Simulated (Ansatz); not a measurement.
Li5H5. Total charge 0; triplet. Geometry r2SCAN-D4/def2-TZVP; atoms count from 1.

Cartesian coordinates in Å:
```
Li 0.0599 1.4736 1.4969
Li 1.5432 0.0392 -0.3797
Li -1.5620 0.0687 -0.2911
Li -0.0080 1.9569 -0.9134
Li 0.0230 -1.8174 1.3220
H -0.4345 -2.7075 -0.2186
H -1.3042 1.7719 0.3280
H 0.3636 -2.7204 -0.2422
H -0.0372 0.1879 -1.3515
H 1.3562 1.7472 0.2496
```

In the triplet, H6 and H8 lie 0.80 Å apart (atoms count from 1), so H2 has formed as a molecule. At PBE0-D4/def2-TZVP a singlet of charge 0 lies 2.43 eV below the triplet, each at its own geometry. The structure comes from a short search, and lower isomers may exist.

Estimate the Mulliken populations from the PBE0/def2-TZVP orbitals of Ansatz.


| atom | charge (e) | spin (α − β) |
| --- | --- | --- |
| Li1 | 0.46 | 0.23 |
| Li2 | 0.35 | 0.30 |
| Li3 | 0.35 | 0.30 |
| Li4 | 0.27 | 0.03 |
| Li5 | -0.10 | 1.04 |
| H6 | -0.01 | 0.07 |
| H7 | -0.45 | -0.01 |
| H8 | -0.01 | 0.07 |
| H9 | -0.40 | -0.02 |
| H10 | -0.45 | -0.01 |
Mulliken values depend strongly on the basis.

Where does the spin sit?

Summed by element: Li 1.90, H 0.10, of 2 unpaired in all. Largest on single atoms: Li5 1.04, Li3 0.30, Li2 0.30.
